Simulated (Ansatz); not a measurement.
`C[CH](C)[Ge][Cl]` + HBr → `[Cl][Ge][Br]` + propane at 700 K and 1 bar (ligand exchange at a Ge–C bond).

Calculated with Ansatz (gas phase, PBE0-D4/def2-TZVP geometries, no zero-point term in ΔE). CCSD(T)/CBS is the MP2 limit (def2-TZVPP, def2-QZVPP) plus CCSD(T) − MP2 in def2-TZVPP, frozen cores. For Br, Ge outer-core shells are correlated without core-valence functions, which leaves a few kJ/mol of doubt a bond. Scalar relativity is left out up to krypton. One conformer a species, not always the lowest.

| species | CCSD(T)/CBS energy (Eh) | H − E (kJ/mol) | S (J/(mol·K)) |
| --- | --- | --- | --- |
| `C[CH](C)[Ge][Cl]` | -2654.29224 | 328.5 | 498.7 |
| HBr | -2573.91920 | 36.5 | 223.7 |
| `[Cl][Ge][Br]` | -5109.28758 | 41.3 | 360.9 |
| `CCC` | -118.98051 | 329.4 | 356.3 |

H − E and S are ideal-gas, rigid-rotor, harmonic terms from PBE0-D4/def2-TZVP, for one conformer and one mirror image of each species. 1 Eh = 2625.50 kJ/mol, R = 8.31446 J/(mol·K).

Task: By hand: ΔE, ΔH, ΔS and ΔG.

Result: ΔE = (-5109.28758) + (-118.98051) − (-2654.29224) − (-2573.91920) = -0.05665 Eh = -148.7 kJ/mol. Δ(H − E) = 41.3 + 329.4 − 328.5 − 36.5 = 5.7, so ΔH = -143.0 kJ/mol. ΔS = 360.9 + 356.3 − 498.7 − 223.7 = -5.2 J/(mol·K). ΔG = -143.0 − 700 × (-5.2)/1000 = -139.4 kJ/mol.

Task: By hand: the equilibrium constant, and the temperature at which ΔG would vanish if ΔH and ΔS stayed fixed.

Result: log₁₀ K = −ΔG/(RT ln 10) = 10.4. ΔG = 0 at ΔH/ΔS = 27500 K, far beyond where these terms or the molecules hold.

The number of gas molecules stays the same, so ΔS is small and ΔH decides. A doubt of 5 kJ/mol in ΔE shifts log₁₀ K by 0.4 here. Other conformers and mirror images would add mixing entropy, several J/(mol·K) or more a flexible species. Modes under 60 cm⁻¹, often nearly free rotors, make the harmonic entropy too high. These are equilibria of isolated gas molecules and say nothing of rates. Largest T1 diagnostic: 0.011 (customary marks: 0.02 for closed shells, 0.045 for open ones).
